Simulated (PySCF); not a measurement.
A PySCF script (with the pyscf-properties extension) for the NMR shieldings of `C[C](C)(C)[AlH-]1[Cl+][AlH2-][Cl+]1`, C₄H₁₂Al₂Cl₂, on a GFN2-xTB geometry:

```python
import basis_set_exchange as bse
import numpy as np
from pyscf import gto, dft
from pyscf.prop import nmr

atoms = """
C    -1.672947   -1.176694   -0.793681
C    -0.889488    0.009318   -0.209350
C    -0.936395    1.188968   -1.188220
C    -1.563656    0.417215    1.112464
Al    0.846043   -0.831123    0.349639
Cl    2.374303   -1.021913   -1.237190
Al    3.691592    0.329687   -0.147439
Cl    2.218600    0.501091    1.452801
H    -2.730966   -0.941301   -0.916112
H    -1.589328   -2.038002   -0.126020
H    -1.270779   -1.466638   -1.764715
H    -0.352750    2.027536   -0.807541
H    -1.963116    1.526800   -1.339445
H    -0.525085    0.899995   -2.155288
H    -1.072741    1.289143    1.546530
H    -2.619075    0.653897    0.968610
H    -1.493021   -0.403319    1.831005
H     0.876486   -2.174171    1.103283
H     3.754735    1.681148   -0.888113
H     4.912441   -0.460956    0.360884
"""
names = dict.fromkeys(["C", "Al", "Cl", "H"], "pcSseg-1")
basis = {el: gto.basis.parse(bse.get_basis(n, elements=[el], fmt="nwchem")) for el, n in names.items()}
mol = gto.M(atom=atoms, basis=basis, charge=0, verbose=0)
mf = dft.RKS(mol, xc="PBE0")
mf.grids.level = 2
mf.grids.alignment = dft.numint.BLKSIZE   # the property module wants whole blocks of grid points
mf.conv_tol = 1e-9
mf.kernel()

calc = nmr.RKS(mf)   # GIAO
C = mf.mo_coeff
Co = C[:, mf.mo_occ > 0]
resp = mf.gen_response(singlet=True, hermi=2)
def vind(x):   # induced exchange potential for any number of trial vectors
    d = np.einsum("pi,xij,qj->xpq", C, 2 * x.reshape(-1, C.shape[1], Co.shape[1]), Co, optimize=True)
    return np.einsum("xpq,pi,qj->xij", resp(d - d.transpose(0, 2, 1)), C, Co, optimize=True).ravel()
mo1, _ = nmr.rhf.solve_mo1(calc, with_cphf=vind)
sigma = calc.kernel(mo1)
for i, s in enumerate(sigma):   # ppm
    print("%2d %-2s %9.2f" % (i, mol.atom_pure_symbol(i), np.trace(s) / 3))
```

**Question.** What does it print?

**Answer.** 
```
 0 C     158.70
 1 C     164.31
 2 C     159.10
 3 C     159.39
 4 Al    416.08
 5 Cl    940.01
 6 Al    413.32
 7 Cl    939.16
 8 H      30.85
 9 H      30.34
10 H      30.64
11 H      30.33
12 H      30.88
13 H      30.44
14 H      30.55
15 H      30.91
16 H      30.53
17 H      27.31
18 H      27.13
19 H      27.11
```

These numbers come from an equivalent density-fitted implementation of the same equations, which agrees with the script to about 0.01 ppm for H and up to a few tenths of a ppm for heavy atoms, so last digits may differ.

Size and cost of the density-fitted run: 224 basis functions, 40 s wall time on 1 thread of an x86-64 server CPU, shared host.
